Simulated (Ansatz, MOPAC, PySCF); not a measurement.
CH4O (SMILES CO) and C3H8 (SMILES CCC) are pulled apart as rigid monomers along the line of their centres of mass, from the B3LYP-D3(BJ)/def2-TZVP minimum. Starting geometry (charge 0, multiplicity 1):
```xyz
17

C      0.484     0.243    -0.280
O     -0.514    -0.518     0.383
H      0.752     1.147     0.279
H      0.068     0.543    -1.241
H      1.393    -0.340    -0.464
H     -0.174    -0.796     1.240
C     -0.302    -1.273     3.861
C     -0.023     0.092     4.484
C      0.337     1.154     3.449
H     -0.534    -2.024     4.618
H     -1.154    -1.226     3.177
H      0.567    -1.635     3.303
H      0.789     0.001     5.211
H     -0.902     0.417     5.048
H      0.519     2.123     3.915
H      1.244     0.877     2.904
H     -0.464     1.279     2.717
```

Interaction energies with rigid monomers; basis-set methods are counterpoise corrected unless marked otherwise.

Cores are frozen in the correlated methods. The state reached by PM3, PM6 isn't checked.

Programs: Ansatz (Gaussian basis) for Hartree–Fock, density functionals and correlated methods; MOPAC for PM3, PM6 (differences of heats of formation); PySCF for the dispersion terms. Values without a source in brackets are computed.

```json
[
 {"H6···C7 (Å)": "2.41", "PM3 (kJ/mol)": "-5.3", "PM6 (kJ/mol)": "-3.9", "B3LYP/def2-TZVPPD (kJ/mol)": "5.7", "PBE0-D3(BJ)/def2-TZVPPD (kJ/mol)": "-6.4", "MP2/aug-cc-pVDZ (kJ/mol)": "-2.5"},
 {"H6···C7 (Å)": "2.67", "PM3 (kJ/mol)": "-7.1", "PM6 (kJ/mol)": "-4.2", "B3LYP/def2-TZVPPD (kJ/mol)": "0.9", "PBE0-D3(BJ)/def2-TZVPPD (kJ/mol)": "-8.5", "MP2/aug-cc-pVDZ (kJ/mol)": "-5.9"},
 {"H6···C7 (Å)": "3.06", "PM3 (kJ/mol)": "-5.0", "PM6 (kJ/mol)": "[?]", "B3LYP/def2-TZVPPD (kJ/mol)": "-0.6", "PBE0-D3(BJ)/def2-TZVPPD (kJ/mol)": "[?]", "MP2/aug-cc-pVDZ (kJ/mol)": "-5.5"},
 {"H6···C7 (Å)": "3.72", "PM3 (kJ/mol)": "-1.3", "PM6 (kJ/mol)": "-0.9", "B3LYP/def2-TZVPPD (kJ/mol)": "-0.3", "PBE0-D3(BJ)/def2-TZVPPD (kJ/mol)": "-3.8", "MP2/aug-cc-pVDZ (kJ/mol)": "-2.9"},
 {"H6···C7 (Å)": "4.77", "PM3 (kJ/mol)": "-0.1", "PM6 (kJ/mol)": "-0.2", "B3LYP/def2-TZVPPD (kJ/mol)": "-0.1", "PBE0-D3(BJ)/def2-TZVPPD (kJ/mol)": "-1.1", "MP2/aug-cc-pVDZ (kJ/mol)": "-0.9"}
]
```

**Question.** Complete the blanks.

**Answer.** 
- 3.06, PM6 (kJ/mol): -2.7
- 3.06, PBE0-D3(BJ)/def2-TZVPPD (kJ/mol): -7.3

Ansatz is a quantum-chemistry and plane-wave program.
